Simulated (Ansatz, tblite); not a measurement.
Forces on Te2Pb at its r2SCAN-D4/def2-SVP geometry. Charge 0, multiplicity 1.

In the def2 sets Pb, Te take a core potential; there is no spin–orbit coupling. The xTB rows come from tblite. The structure comes from a short search, and lower isomers may exist.

GFN1-xTB (tblite), largest force 0.70 eV/Å:

```xyz
3
positions Å, forces eV/Å
Pb   -1.162   -0.421    1.082    0.052    0.019   -0.048
Te   -0.375    0.960   -1.276    0.445   -0.378    0.386
Te    1.537   -0.539    0.195   -0.496    0.360   -0.338
```

GFN2-xTB (tblite), largest force 1.60 eV/Å:

```
Pb 1.134 0.411 -1.055
Te -0.024 -0.631 0.945
Te -1.110 0.221 0.110
```

B97M-V/def2-TZVP (Ansatz), largest force 0.18 eV/Å:

```
Pb 0.024 0.009 -0.022
Te 0.110 -0.100 0.105
Te -0.134 0.092 -0.083
```
